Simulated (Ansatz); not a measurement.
**Strength of the B–C bond: C3H9BO2 → C2H6BO2 + CH3**

Species: C3H9BO2 (boronic acid, methyl-, dimethyl ester) `COB(C)OC`, singlet; C2H6BO2 `CO[B]OC`, doublet; CH3 (methyl radical) `[CH3]`, doublet. 

Shapes, held fixed at every level: PBE0-D4/def2-TZVP. Flexible molecules stand in one conformer, not always the lowest. Programs: Ansatz 0.2.0. Electronic energies: no zero-point or thermal term.

(1) Estimate ΔE of this reaction.

Results:

(1) The highest level, CCSD(T)/CBS estimate, gives ΔE = +463.3 kJ/mol; the levels span +430.0 to +466.5. The column of differences is taken from that level and isn't an error. No measured value is set beside it here. Open shells run unrestricted. The CBS estimate extrapolates MP2 from def2-TZVPP and def2-QZVPP and adds CCSD(T) − MP2 in the triple-zeta set, cores frozen.

| level | kind | ΔE (kJ/mol) | less CCSD(T)/CBS estimate |
| --- | --- | --- | --- |
| MP2/def2-TZVPP | perturbation theory | +466.5 | +3.2 |
| r2SCAN-D4/def2-TZVPP | meta-GGA | +430.0 | -33.3 |
| B3LYP-D4/def2-TZVPP | global hybrid | +442.8 | -20.5 |
| PBE0-D4/def2-TZVPP | global hybrid | +449.6 | -13.7 |
| B2PLYP/def2-TZVPP | double hybrid | +443.4 | -19.9 |
| CCSD(T)/def2-TZVPP | coupled cluster or CI | +455.4 | -7.9 |
| CCSD/def2-TZVPP | coupled cluster or CI | +447.0 | -16.3 |
| CCSD(T)/CBS estimate | coupled cluster or CI | +463.3 | 0.0 |
